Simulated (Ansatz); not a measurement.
Job for Ansatz (a program for electronic structure): R-wB97M-V/def2-TZVPP on BiClH2 (SMILES [Cl][BiH2]), atoms moved off the minimum. Elements past Kr take the def2 small-core potentials; no spin–orbit coupling.

Ansatz 0.2 input:
```yaml
crystal:
  periodic: [false, false, false]
  atoms:
    - {symbol: Bi, position_ang: [-0.22975230, -0.22697901, 0.31145300]}
    - {symbol: H, position_ang: [-1.61354137, 0.31658046, -0.78424561]}
    - {symbol: H, position_ang: [-0.13815457, -1.66168629, -0.85313211]}
    - {symbol: Cl, position_ang: [1.39888412, 1.14043490, -0.98366896]}
basis:
  gaussian:
    orbitals: def2-TZVPP
hamiltonian:
  xc: {name: wB97M-V}
scf: {lower_state_search: off}
output: {forces: true}
```

Program output:

```
WARN ansatz: RAYON_NUM_THREADS=1 ignored (pool sized by the plan → 1); use --threads N
Functional definition: wB97M-V
these checks for a lower state are left out or cut short: stability, starts, cluster_reference, orbital_swaps, neighbouring_geometries, increment
integrals: 0.06 GiB planned
822 factors; their error is unknown
integrals: 0.09 GiB planned
178 factors; integrals over basis functions are off by at most 5.5e-5 eV
mean field: 0.52 GiB planned
mean field evaluation 1: about -18392.9468 eV, gradient 1.6e1 eV
mean field evaluation 2: about -18393.3285 eV, gradient 1.5e1 eV
mean field evaluation 4: about -18393.7855 eV, gradient 4.3e-1 eV
mean field evaluation 8: about -18393.8443 eV, gradient 1.8e-1 eV
mean field evaluation 16: about -18393.8444 eV, gradient 1.9e-3 eV
mean field -18393.84439244 eV, -675.9613136267 hartree, gradient 5.7e-6 eV, S^2 0.000000; 0 other end points of the search recorded, 0 dependent functions left out
the calculation of the forces begins
reference -18393.84443559 eV, -675.9613152122 hartree; 21, 21 occupied and 99, 99 virtual orbitals, 822 factors
Total energy: -18393.84443559 eV, -675.9613152122 hartree
Atom 0 at    -0.229752    -0.226979     0.311453 Å, force    -0.328106    -0.115133    -1.549544 eV/Å
Atom 1 at    -1.613541     0.316580    -0.784246 Å, force     0.479067    -0.120092     0.632267 eV/Å
Atom 2 at    -0.138155    -1.661686    -0.853132 Å, force     0.109015     0.520986     0.607763 eV/Å
Atom 3 at     1.398884     1.140435    -0.983669 Å, force    -0.259976    -0.285761     0.309514 eV/Å
Dipole moment:    -0.395099    -0.343965     0.564114 e Å
Checks for a lower state left out: stability, starts, cluster_reference, orbital_swaps, neighbouring_geometries, increment
```

The calculation finished and met its thresholds.

Cost: around 5 core-seconds (rough).
